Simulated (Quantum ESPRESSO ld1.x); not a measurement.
Te43+, 9 electrons, occupied as [He] 2s2 2p5 (the NIST ground configuration). Method: non-relativistic Kohn-Sham, LDA (Slater exchange, VWN5 correlation), spin-polarised, spherical densities, point nucleus; open shells are filled with parallel spins first; relativity is left out, which matters for an element this heavy; computed with ld1.x of Quantum ESPRESSO 7.5.

Unscreened Slater integrals over Kohn-Sham orbitals (cm^-1). They are taken over the spin-up orbitals.

integral     value
F0(2p,2p)  1918900
F2(2p,2p)   920920
F0(2p,2s)  1731400
G1(2p,2s)   964330
F0(2p,1s)  2588400
G1(2p,1s)   501320
F0(2s,2s)  1615600
F0(2s,1s)  2258900
G0(2s,1s)   224440
F0(1s,1s)  7047400

Derived for the open shells (J is the average intra-shell exchange parameter used in DFT+U). 2p: J = F2/5 = 184200 cm^-1.
